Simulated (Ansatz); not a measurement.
`C=[C](Cl)[AlH][CH3]` + H₂S → `[CH3][AlH][SH]` + `C=CCl`  (ligand exchange at the Al–C bond)

Gas-phase electronic energies from Ansatz, PBE0-D4/def2-TZVP geometries. CCSD(T)/CBS is the MP2 limit (def2-TZVPP, def2-QZVPP) plus CCSD(T) − MP2 in def2-TZVPP, frozen cores. This one scheme is used for every species. Functionals use def2-TZVPP. One conformer a species, not always the lowest.

```csv
level,ΔE (kJ/mol)
r2SCAN-D4,-111.4
HF/def2-TZVPP,-114.3
HF/CBS(def2),-113.2
CCSD/CBS(def2),-108.0
```

Q: What does CCSD(T)/CBS give? (Best estimate.)

A: Ansatz gave: -106.7 kJ/mol. The listed levels differ from it by -4.7, -7.6, -6.5, -1.3 kJ/mol.

Largest T1 diagnostic among the species: 0.011.

In def2-TZVPP, CCSD(T) changes the Hartree–Fock value by +8.4 kJ/mol (the triples alone add +1.3 kJ/mol) and MP2 by +6.5 kJ/mol. The D4 term adds +5.0 kJ/mol with B3LYP and +2.9 kJ/mol with PBE0; it sums over pairs of atoms, weighted by their polarisabilities, and B3LYP, whose exchange is more repulsive, gets the larger term.

B3LYP here is the variant with VWN-RPA as its local correlation; programs differ in this.
